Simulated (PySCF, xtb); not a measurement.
Si(H)2(Me)(NCO) (C2H5NOSi), SMILES N([SiH2]C)=C=O. The values are those of a single conformer.

Harmonic wavenumbers (cm⁻¹) from GFN2-xTB (xtb 6.7.1) at its own minimum, in rising order: 28, 70, 119, 194, 464, 494, 498, 577, 632, 693, 765, 782, 829, 846, 1374, 1479, 1482, 1514, 2239, 2256, 2509, 3035, 3037, 3046.

### Question
What does PBE-D3(BJ)/def2-SVP in PySCF give at its own minimum? (Estimate from the structure and the level; the computed values follow.)

### Answer
47, 59, 169, 229, 480, 562, 578, 578, 685, 701, 742, 853, 894, 927, 1219, 1378, 1384, 1476, 2169, 2170, 2412, 2979, 3081, 3088. Paired by order, the mean absolute difference is 57 cm⁻¹ and the zero-point energies are 41.4 and 41.3 kcal/mol.
